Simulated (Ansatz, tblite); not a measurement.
Isomers of Li₄O₂ (singlet), found by a short tight-binding search and relaxed with r2SCAN-D4/def2-TZVP in Ansatz.

The xTB rows come from tblite. Correlated methods freeze 2 core orbitals; core or outer-core shells of Li are correlated, in sets that lack core-valence functions.

Run but left out: HF/def2-TZVP (A: restricted singlet, unstable in another Hartree–Fock run and untested here); HF/def2-TZVPP (A: restricted singlet, unstable towards broken spin symmetry).

A: The restricted singlet is unstable towards broken spin symmetry in Hartree–Fock (as tested in another run); at PBE-D4/def2-TZVP, r2SCAN-D4/def2-TZVP, B97M-V/def2-TZVP, PBE0-D4/def2-TZVP this wasn't settled. At CCSD(T)/def2-TZVPP the restricted singlet (for correlated methods, its reference) is unstable: a solution with broken spin symmetry lies lower. It holds 1 O–O bond. C: At CCSD(T)/def2-TZVPP T1 of the charge 0 singlet is large (up to 0.020), so the single-reference result is doubtful.

Other spin states weren't relaxed.

A:

```xyz
6

Li   -0.4623   -0.2390    1.1300
Li   -1.2632    1.8106   -0.9400
Li    0.8623   -0.3346   -0.8317
Li    1.7311   -2.4816    1.2882
O    -0.9305    0.1146   -0.6338
O     0.0626    1.1300   -0.0127
```

B:

```
atom   x (Å)   y (Å)   z (Å)
 Li1   1.450   2.633  -0.671
 Li2  -0.837   0.339  -0.485
 Li3   0.843  -0.343   0.482
 Li4  -1.461  -2.626   0.675
  O5   0.691   1.243  -0.318
  O6  -0.686  -1.246   0.317
```

C:

```xyz
6

Li    1.286   -0.399   -0.250
Li   -0.781   -1.056   -0.389
Li   -0.391    0.724    2.391
Li   -0.250    0.984   -0.919
O    -0.136    0.252    0.834
O     0.272   -0.504   -1.666
```

Question: Estimate their order by electronic energy at PBE0-D4/def2-TZVP, counted from the lowest.

Answer: B (0.0) < C (9.2) < A (79.4), in kcal/mol.

Question: Do the other levels pick the same lowest one?

Answer: All that were run do. Energies above each level's lowest (kcal/mol):

```
              level     A    B     C
           GFN1-xTB  50.9  0.0   9.9
           GFN2-xTB  70.4  0.0  11.6
   PBE-D4/def2-TZVP  80.4  0.0   9.0
r2SCAN-D4/def2-TZVP  82.8  0.0   8.8
   B97M-V/def2-TZVP  82.8  0.0  10.1
  PBE0-D4/def2-TZVP  79.4  0.0   9.2
     MP2/def2-TZVPP  92.6  0.0  10.4
    CCSD/def2-TZVPP  78.9  0.0  10.0
 CCSD(T)/def2-TZVPP  78.8  0.0   9.8
```
Point groups (tolerance 0.1 Å): A C2v, B D2h, C C3v. Lower isomers may exist.
